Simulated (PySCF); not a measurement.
**Two-component Hartree-Fock for Lu⁶¹⁺ (lutetium, charge +61)**

Start: [Ne]. Calculated with PySCF 2.14 in an even-tempered Gaussian basis (17 s from 44 bohr⁻², ratio 2.4; 13 p from 57 bohr⁻², ratio 2.4; 5 d from 200 bohr⁻², ratio 2.6; 4 f from 300 bohr⁻², ratio 2.6): generalised Hartree-Fock with the X2C-1e Hamiltonian and a Gaussian nucleus; one run each with spin-orbit coupling (SO) switched off, then screened by Boettger's factors.

| spinor shell | electrons | ε, spin-free (eV) | ε, screened SO (eV) | weight of nominal j (screened SO) | rms radius, screened SO (bohr) |
| --- | --- | --- | --- | --- | --- |
| 1s1/2 | 2 | -68884.7 | -68872.2 | 1.000 | 0.0219 |
| 2s1/2 | 2 | -15858.2 | -15855.1 | 1.000 | 0.0868 |
| 2p1/2 | 2 | -14583.3 | -15408.2 | 1.000 | 0.0738 |
| 2p3/2 | 4 | -14583.3 | -14245.7 | 1.000 | 0.0804 |

```
   quantity     spin-free   screened SO
E (hartree)  -10087.68605  -10099.22528
        M_J             0             0
       ⟨J²⟩         0.000         0.000
       ⟨L²⟩         0.000         0.028
       ⟨S²⟩         0.000         0.028
```

Breit and QED terms are absent; they matter most for the inner s and p1/2 levels.

Densities and radii are taken from the X2C orbitals without a picture-change correction, which distorts them close to the nucleus.

Without spin-orbit coupling the j labels of p, d and f shells carry no meaning; the spin-free column gives the mean over the occupied spinors of each nl shell.
